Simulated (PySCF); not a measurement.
# As²⁺ (arsenic, charge +2) across methods

[Ar] 3d10 4s1 4p2, high-spin 4P determinant (an excited configuration). Computed with PySCF 2.14 in dyall-av2z (16s12p8d, 92 functions), with the non-relativistic Hamiltonian (point nucleus).

```tsv
method	E (hartree)	mean ε 3d β (eV)	mean ε 4s α (eV)	mean ε 4p α (eV)	Σ⟨r²⟩ (bohr²)	⟨S²⟩
HSE06	-2234.220	-67.680	-36.375	-25.380	23.60	3.751
revPBE	-2234.335	-63.729	-34.820	-24.422	23.59	3.751
PBE0	-2234.235	-68.150	-36.798	-25.816	23.58	3.751
PBE	-2234.163	-63.822	-34.881	-24.443	23.61	3.751
LDA	-2231.198	-64.175	-35.061	-24.473	23.59	3.751
UHF	-2232.98388	-79.949	-41.885	-29.383	23.76	3.751
r2SCAN0	-2234.488	-68.787	-37.326	-26.115	23.49	3.751
M06-2X	-2234.551	-72.947	-38.173	-26.860	23.58	3.750
r2SCAN	-2234.493	-64.671	-35.613	-24.879	23.48	3.751
```
